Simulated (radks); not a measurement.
Trend from Lu3+ to Hg3+: ionisation energy by Delta-SCF between NIST ground configurations, and size. Calculated with a radial shooting solver on a logarithmic mesh with Libxc functionals: scalar-relativistic Kohn-Sham, LDA (Slater exchange, Perdew-Wang correlation), spin-polarised, spherical densities, finite nucleus; open shells are filled with parallel spins first (spin-orbit coupling, left out, can overturn this in heavy ions); Fermi nuclear charge, rms radius of each element as measured or else 0.836 A^(1/3) + 0.57 fm.

[
 {"species": "Lu3+", "configuration": "[Xe] 4f14", "IE (eV)": "46.882", "NIST (eV)": "45.25", "kind": "semi-emp.", "-e(HOMO) (eV)": "36.574 (4f)", "outermost": "5p", "<r> outermost (bohr)": "1.37"},
 {"species": "Hf3+", "configuration": "[Xe] 4f14 5d1", "IE (eV)": "33.332", "NIST (eV)": "33.37", "kind": "semi-emp.", "-e(HOMO) (eV)": "27.780 (5d)", "outermost": "5d", "<r> outermost (bohr)": "1.93"},
 {"species": "Ta3+", "configuration": "[Xe] 4f14 5d2", "IE (eV)": "35.884", "NIST (eV)": "35", "kind": "theory", "-e(HOMO) (eV)": "30.082 (5d)", "outermost": "5d", "<r> outermost (bohr)": "1.84"},
 {"species": "W3+", "configuration": "[Xe] 4f14 5d3", "IE (eV)": "38.332", "NIST (eV)": "38.2", "kind": "semi-emp.", "-e(HOMO) (eV)": "32.302 (5d)", "outermost": "5d", "<r> outermost (bohr)": "1.75"},
 {"species": "Re3+", "configuration": "[Xe] 4f14 5d4", "IE (eV)": "40.714", "NIST (eV)": "39", "kind": "theory", "-e(HOMO) (eV)": "34.463 (5d)", "outermost": "5d", "<r> outermost (bohr)": "1.67"},
 {"species": "Os3+", "configuration": "[Xe] 4f14 5d5", "IE (eV)": "43.047", "NIST (eV)": "41", "kind": "theory", "-e(HOMO) (eV)": "36.581 (5d)", "outermost": "5d", "<r> outermost (bohr)": "1.60"},
 {"species": "Ir3+", "configuration": "[Xe] 4f14 5d6", "IE (eV)": "41.989", "NIST (eV)": "40", "kind": "theory", "-e(HOMO) (eV)": "35.626 (5d)", "outermost": "5d", "<r> outermost (bohr)": "1.55"},
 {"species": "Pt3+", "configuration": "[Xe] 4f14 5d7", "IE (eV)": "44.589", "NIST (eV)": "43", "kind": "theory", "-e(HOMO) (eV)": "37.970 (5d)", "outermost": "5d", "<r> outermost (bohr)": "1.49"},
 {"species": "Au3+", "configuration": "[Xe] 4f14 5d8", "IE (eV)": "47.089", "NIST (eV)": "45", "kind": "theory", "-e(HOMO) (eV)": "40.233 (5d)", "outermost": "5d", "<r> outermost (bohr)": "1.44"},
 {"species": "Hg3+", "configuration": "[Xe] 4f14 5d9", "IE (eV)": "49.519", "NIST (eV)": "48.6", "kind": "exp.", "-e(HOMO) (eV)": "42.438 (5d)", "outermost": "5d", "<r> outermost (bohr)": "1.39"}
]

Reference values: NIST Atomic Spectra Database (exp. = measured, semi-emp. = semi-empirical, theory = theoretical value adopted there). Open shells are spherical and high-spin; term and fine-structure splittings are not resolved. Spin-orbit splitting is averaged out at the scalar-relativistic level.
